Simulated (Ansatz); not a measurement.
```xyz
13

B    -0.549   -0.986    1.885
C     0.085    0.062    0.945
N     0.425    1.300    1.204
C     0.786    1.417   -0.212
N     0.502   -0.012   -0.388
C    -0.252   -0.578   -1.474
H    -0.855   -2.066    1.475
H    -0.737   -0.683    3.020
H     0.103    2.070   -0.763
H     1.824    1.711   -0.394
H    -0.453   -1.629   -1.257
H     0.334   -0.534   -2.394
H    -1.213   -0.072   -1.647
```

The species carries charge 0 and has multiplicity 1.

List the PBE/def2-TZVPP orbital energies in eV (Ansatz 0.2.0). (Best estimate.)

Ansatz gave: Occupied: -381.21, -380.29, -270.61, -270.21, -269.91, -177.30, -25.78, -21.14, -17.33, -16.90, -13.86, -12.50, -12.23, -12.00, -10.78, -10.30, -9.71, -8.34, -8.10, -7.88, -6.68, -5.52. Lowest empty: -3.45, 0.07, 0.57, 1.19, 1.35, 1.66, 1.91, 2.13.
